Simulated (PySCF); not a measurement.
# Be (beryllium, neutral): UHF calculation

Configuration: [He] 2s1 2p1, high-spin 3P determinant (an excited configuration). All numbers are calculated (PySCF 2.14, scalar relativity by spin-free X2C-1e, in x2c-QZVPPall with one added diffuse shell each of s, p type (8s5p2d1f, 40 functions)).

| Property | Result |
| --- | --- |
| Total energy | -14.516071 hartree |
| One-electron energy | -18.9024 hartree |
| Hartree (Coulomb) energy | 7.1233 hartree |
| Exchange energy | -2.7370 hartree |
| ⟨S²⟩ | 2.0000 |
| ⟨L²⟩ | 2.026 |
| Sum of ⟨r⟩ | 6.244 bohr |
| Sum of ⟨r²⟩ | 18.30 bohr² |
| Traceless quadrupole moment −½Σ⟨3z² − r²⟩ along its main axis | -4.65 e·bohr² |
| Langevin diamagnetic susceptibility | -14.5 ×10⁻⁶ cm³/mol |

```csv
shell,electrons,mean orbital energy (hartree),"rms radius, mean of both spins (bohr)"
1s α,1,-4.76352,0.483
1s β,1,-4.72420,0.483
2s α,1,-0.39629,2.77
2p α,1,-0.24577,3.19
```

Spin-orbit constants ζ (cm⁻¹) from the X2C one-electron operator on these orbitals: bare nucleus, nucleus screened by l(l+1)(2l+1)/3 electrons, and screened by the Breit-Pauli mean field of the electrons.

```
shell   bare  screened nucleus  mean field
   2p  6.865             3.433       2.125
```

To first order the Landé constant is A = 1.063 cm⁻¹, so the lowest level has J = 0 and lies 0.000263 eV below the centre of the term. This holds in LS coupling only.
